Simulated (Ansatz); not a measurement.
Molecule: C3H4Cl (charge 0, doublet). It need not be the lowest isomer of its formula. 
Coordinates optimised at B3LYP-D3(BJ)/def2-TZVP (Ansatz, an electronic-structure program):
```
C
C 1 1.3042
H 2 1.0776 1 138.69
H 1 1.0930 2 120.13 3 -1.10
C 1 1.4938 4 115.74 2 -179.81
H 5 1.0854 1 111.77 4 179.98
H 5 1.0879 6 110.00 1 124.51
Cl 5 1.8160 6 106.96 7 114.04
```
Charge 0, spin multiplicity 2.

Question: Give the harmonic wavenumbers at B3LYP-D3(BJ)/def2-TZVP (Ansatz, finite differences of forces, unscaled).

Answer: 115, 299, 392, 616, 721, 786, 841, 925, 1069, 1177, 1261, 1297, 1482, 1678, 3050, 3088, 3156, 3256 cm⁻¹. Zero-point energy 36.0 kcal/mol.

Question: From these and the geometry, give the ideal-gas thermochemistry at 298.15 K and 1 atm (rigid rotor, harmonic oscillator).

Answer: Point group C1, rotational symmetry number 1. Rotational constants 23.48, 2.89, 2.769 GHz. S(trans) 38.88, S(rot) 24.95, S(vib) 7.03, S(elec, spin only) 1.38, S 72.2 cal/(mol K). H(298) - H(0) 3.61 kcal/mol; G - E(el) 18.1 kcal/mol.
